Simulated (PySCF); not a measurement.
# Structure elucidation problem

An unknown has the formula C7H12O2Si. Its calculated NMR data are:

¹H NMR (300 MHz, computed): δ 7.23 (d, 1H), 5.36 (m, 2H), 4.93 (m, 1H), 3.91 (s, 3H), 2.47 (q, 2H), 1.12 (t, 3H).

¹³C{¹H} NMR (computed): δ 163.8 (C), 161.0 (CH), 140.5 (C), 93.1 (CH), 58.9 (CH3), 29.6 (CH2), 14.9 (CH3).

No relativistic terms, one conformer, in vacuum, averaged over atoms made equivalent by symmetry, fast rotation or ring inversion. Geometry from GFN2-xTB; σ from GIAO-PBE0/pcSseg-1; PySCF 2.14.0 with density-fitted response routines.

References, each an isolated molecule treated in the same way: ¹H (σref 31.72) and ¹³C (σref 186.93) against TMS.

Deduce the structure.

## Answers


1. Rings plus π bonds: 3 (1 ring in the answer).
2. 7 carbon signals for 7 carbons: no two carbons are equivalent.
3. Carbon types of the structure: 2 × C, 2 × CH, 1 × CH2, 2 × CH3, leaving 2 H on heteroatoms.
4. δC 163.8, 161.0, 140.5: alkene carbon bearing oxygen; an sp2 carbon further deshielded by the attached heteroatom.
5. δC 93.1: β carbon of an enol-ether or enamine type C=C; the O or N lone pair pushes π density onto this β carbon and shields it.
6. δC 58.9: methyl carbon bonded to O; the inductive effect lowers its shielding.
7. δC 29.6: allylic sp3 CH2; aliphatic region, no heteroatom directly attached.
8. δC 14.9: methyl carbon; a saturated carbon with 1 carbon neighbour and no heteroatom attached.
9. δH 4.93: hydrogen on a β carbon of an enol-ether or enamine type C=C; lone-pair donation from O or N shields it, upfield of ordinary alkene protons.
10. δH 3.91: hydrogen on a methyl carbon bonded to O; its carbon carries O, an electronegative neighbour.

These data were computed for `CCC1=C(OC)[SiH2]C=CO1`.

The data come from this structure; uniqueness wasn't tested.

Shifts are as computed. Against solution values, carbons near 30 ppm lie about +3 ppm off and those near 130 ppm about +5 ppm. Of 1211 compounds with measured shifts, 218 miss one by over three times the rms of a fit or turn the order of signals round; such compounds aren't used in these exercises. No couplings were computed; multiplicities are counted from neighbouring protons, with m where these are inequivalent, close in shift, in a saturated or five-membered ring or joined by F or P, and br s for small geminal =CH2 splittings.
